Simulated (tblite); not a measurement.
C₅H₇O₂ (doublet state).
Atom-mapped SMILES: `[CH:1]#[C:2][CH2:3][CH2:4][O:5][CH2:6][O:7]` (hydrogens: H8 on C1; H9, H10 on C3; H11, H12 on C4; H13, H14 on C6)

Computed geometry: GFN2-xTB, gas phase. This method treats the open shell by occupation alone, without spin polarisation.

Question: List the bond lengths, angles and torsions at this level.

Answer: 
```tsv
bond	length (Å)	order
C1≡C2	1.200	triple
C2–C3	1.443	single
C3–C4	1.545	single
C4–O5	1.406	single
O5–C6	1.420	single
C6–O7	1.273	single
C1–H8	1.050	single
C3–H9, C3–H10	1.093	single
C4–H11, C4–H12	1.095	single
C6–H13	1.143	single
C6–H14	1.117	single
```

Bonds in one row agree within 0.01 Å and their mean is given. Orders are formal, as drawn. A selection of angles:
```tsv
angle	degrees
C2–C1–H8	176.2
C1–C2–C3	175.2
C2–C3–C4	110.5
C2–C3–H9	109.9
C4–C3–H9	108.7
H9–C3–H10	109.2
C3–C4–O5	110.5
C3–C4–H11	109.4
O5–C4–H11	107.3
O5–C4–H12	109.2
H11–C4–H12	109.9
C4–O5–C6	115.0
O5–C6–O7	119.5
O5–C6–H13	103.7
O7–C6–H13	109.6
O7–C6–H14	115.9
H13–C6–H14	102.7
```

Dihedral angles: C2–C3–C4–O5 -59° (synclinal); C3–C4–O5–C6 95° (anticlinal); C4–O5–C6–O7 32° (synclinal). The mirror-image conformer, all signs reversed, is as good.

The 3 C–O bonds span 1.273 Å (C6–O7, drawn single) to 1.420 Å (O5–C6, drawn single), a spread of 0.147 Å. Of the pairs four or more bonds apart, O7···H12 is among the closest relative to their van der Waals radii: 2.22 Å, 82 % of the sum of Bondi's values. O5 (oxygen bonded to 2 C) is bent (angle 115.0°). The 3 C–C bonds span 1.200 Å (C1≡C2, drawn triple) to 1.545 Å (C3–C4, drawn single), a spread of 0.345 Å.

Point group: C1 (no symmetry element, even within 0.4 Å). Its GFN2-xTB frequencies are all real (lowest 79 cm⁻¹).
